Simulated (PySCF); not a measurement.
# Exact mass, isotope pattern and composition

Species: `[F][Hg][F]`.

Calculated for natural abundance.

Task: Find the molar and monoisotopic masses of HgF2.

Result: For HgF2, with standard atomic weights, 1 × 200.592 + 2 × 18.998 = 238.588 g/mol. From the most abundant isotopes (202Hg, 19F), 1 × 201.970643 + 2 × 18.998403 = 239.9674 u.

Task: Work out the cluster of the molecular ion M+•, one line a nominal mass.

Result: 
| nominal mass | m/z (centroid) | relative intensity |
| --- | --- | --- |
| 234 | 233.9621 | 0.5 |
| 236 | 235.9630 | 33.4 |
| 237 | 236.9645 | 56.5 |
| 238 | 237.9646 | 77.4 |
| 239 | 238.9666 | 44.1 |
| 240 | 239.9669 | 100.0 |
| 242 | 241.9698 | 23.0 |

Lines under 0.1 % of the tallest are left out. One electron mass, 0.00055 u, is taken off. Abundances used (%; other tables differ somewhat): 196Hg 0.15, 198Hg 9.97, 199Hg 16.87, 200Hg 23.1, 201Hg 13.18, 202Hg 29.86, 204Hg 6.87.

Task: Protons, neutrons, electrons, and exact less nominal mass of the monoisotopic species?

Result: 98 protons, 142 neutrons and 98 electrons; 239.9674 − 240 = -0.0326 u.

Task: What share of all molecules is the monoisotopic species?

Result: 0.2986 × 1^2 = 29.86 %.

Task: Which m/z would the protonated and sodiated molecule have?

Result: [M+H]+ 240.9747, [M+Na]+ 262.9567, for the monoisotopic species (arithmetic only; whether such ions form is another matter).

Task: List the species in which a single atom is changed from its most abundant isotope.

Result: Intensity in % of the monoisotopic species:

| isotope | mass shift (u) | m/z | intensity (%) |
| --- | --- | --- | --- |
| 196Hg | -6.00481 | 233.9621 | 0.50 |
| 198Hg | -4.00387 | 235.9630 | 33.39 |
| 199Hg | -3.00236 | 236.9645 | 56.50 |
| 200Hg | -2.00232 | 237.9646 | 77.36 |
| 201Hg | -1.00034 | 238.9666 | 44.14 |
| 204Hg | +2.00285 | 241.9698 | 23.01 |

Species under 0.02 % are left out.

Task: Give the mass fraction of each element.

Result: Hg 84.07 %, F 15.93 %.
